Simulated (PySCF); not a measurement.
## Single point on BiCl

State: ³Σ⁻ (triplet), unpaired electrons π ↑↑.

An equivalent input (the run itself took its basis sets from the Basis Set Exchange, started from a PBE0 density and held the occupation σ 9α 9β, πx 5α 4β, πy 5α 4β, δx 1α 1β, δy 1α 1β):

```python
from pyscf import gto, scf, cc
mol = gto.M(atom='Bi 0 0 0; Cl 0 0 2.477', basis={'Bi': 'def2-SVP', 'Cl': 'def2-SVP'}, ecp={'Bi': 'def2-SVP'},
            charge=0, spin=2, verbose=4, symmetry='C2v')
mf = scf.UHF(mol)
mf.irrep_nelec = {'A1': (10, 10), 'A2': (1, 1), 'B1': (5, 4), 'B2': (5, 4)}
mf.conv_tol = 1e-9
mf.max_cycle = 60
mf.diis_space = 10
mf.kernel()
mycc = cc.CCSD(mf, frozen=[[0, 1, 2, 3, 4, 5, 6, 7, 8, 40, 41, 42, 43], [0, 1, 2, 3, 4, 5, 6, 7, 8, 40, 41, 42, 43]])
mycc.run(conv_tol=1e-7, conv_tol_normt=1e-5, max_cycle=80, diis_space=8)
et = mycc.ccsd_t()
```

The SCF ended at -672.96217624 hartree. The coupled-cluster part of the log:

```
******** <class 'pyscf.cc.uccsd.UCCSD'> ********
CC2 = 0
CCSD nocc = (12, 10), nmo = (31, 31)
frozen orbitals [[0, 1, 2, 3, 4, 5, 6, 7, 8, 40, 41, 42, 43], [0, 1, 2, 3, 4, 5, 6, 7, 8, 40, 41, 42, 43]]
max_cycle = 80
direct = 0
conv_tol = 1e-07
conv_tol_normt = 1e-05
diis_space = 8
diis_start_cycle = 0
diis_start_energy_diff = 1e+09
Init t2, MP2 energy = -0.20450965056728
Init E_corr(UCCSD) = -0.204509650569436
cycle = 1  E_corr(UCCSD) = -0.219136118173563  dE = -0.0146264676  norm(t1,t2) = 0.0634953
cycle = 2  E_corr(UCCSD) = -0.223907308971299  dE = -0.0047711908  norm(t1,t2) = 0.0209939
cycle = 3  E_corr(UCCSD) = -0.225065441051164  dE = -0.00115813208  norm(t1,t2) = 0.0130282
cycle = 4  E_corr(UCCSD) = -0.226008431720334  dE = -0.000942990669  norm(t1,t2) = 0.0054974
cycle = 5  E_corr(UCCSD) = -0.225879693662374  dE = 0.000128738058  norm(t1,t2) = 0.00219857
cycle = 6  E_corr(UCCSD) = -0.225877460704332  dE = 2.23295804e-06  norm(t1,t2) = 0.000598569
cycle = 7  E_corr(UCCSD) = -0.225890710332347  dE = -1.3249628e-05  norm(t1,t2) = 0.000244483
cycle = 8  E_corr(UCCSD) = -0.225889178312449  dE = 1.5320199e-06  norm(t1,t2) = 6.51069e-05
cycle = 9  E_corr(UCCSD) = -0.225888991381182  dE = 1.86931267e-07  norm(t1,t2) = 2.15406e-05
cycle = 10  E_corr(UCCSD) = -0.225889096758178  dE = -1.05376995e-07  norm(t1,t2) = 7.98494e-06
cycle = 11  E_corr(UCCSD) = -0.225889083183897  dE = 1.35742807e-08  norm(t1,t2) = 3.28014e-06
UCCSD converged
E(UCCSD) = -673.1880653243381  E_corr = -0.225889083183897
UCCSD(T) correction = -0.00554379209692416
```

T1 diagnostic 0.012, D1 0.042, 22 electrons correlated, 4 of the virtual orbitals (those above 20 hartree) left out.

Repeating this along the bond gives Re = 2.490 Å and ωe = 332 cm⁻¹.

A point of this curve took 2.5 CPU seconds beside 0.12 for the integrals (shared host).

Correlated steps freeze 9 core orbitals. These are scalar-relativistic numbers at best; spin–orbit coupling would shift them, the dissociation energy most. The state is the lowest determinant that a PBE0 search found; another state may lie lower at other levels.
